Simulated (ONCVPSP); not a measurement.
# Ru: ONCV pseudisation with PBE, scalar-relativistic reference atom.

Ru (Z = 44), optimised norm-conserving Vanderbilt (ONCV), made with ONCVPSP 4.0.1 (PBE, scalar-relativistic). Core [Ar] 3d10, reference 4s2 4p6 4d7 (charge +1). Waves: 4s: rc 1.15 bohr, ncon 4, nbas 8, qcut 6.5 1/bohr, 3 projectors, debl 1.5 Ha; 4p: rc 1.85 bohr, ncon 4, nbas 7, qcut 6.9 1/bohr, 2 projectors, debl 1 Ha; 4d: rc 1.85 bohr, ncon 4, nbas 8, qcut 8 1/bohr, 1 projector. Local part: polynomial inside 1.00 bohr (lpopt 5, dvloc0 1 Ha). Core correction: polynomial model core, fcfact 0.55.

In the s channel the program set the typed energies aside and used -3.079, 0.250, 1.750 Ha. In the p channel the program set the typed energies aside and used -1.979, 0.250 Ha.

All-electron outer shells of the reference configuration (PBE, scalar-relativistic, ld1.x):

| shell | level (eV) | outermost node (bohr) | outermost maximum (bohr) |
| --- | --- | --- | --- |
| 4s | -83.77 | 0.48 | 0.92 |
| 4p | -53.85 | 0.49 | 0.98 |
| 4d | -12.54 | 0.48 | 1.21 |

Estimate the cutoffs (Ha) at which the residual kinetic energy of the hardest occupied pseudo-wave falls to 1 and 0.1 mHa per electron.

108 Ha and 135 Ha.

Does the potential have ghost states?

No bound ghost flagged; GHOST(+) flagged for s at 373.1 eV.

Which valence shell sets the plane-wave cutoff?

4s: 108 Ha for 1 mHa per electron, against 22 Ha for 4d.

Tests: 4s2 4p6 4d7 5s1; 4s2 4p6 4d6; 4s2 4p6 4d5; 4s2 4p6 4d7.5 5s0.5. Which has the largest error in its energy relative to the reference configuration, and how large is it?

4s2 4p6 4d5, with +8.5 meV (all-electron minus pseudo) on +48.81 eV.
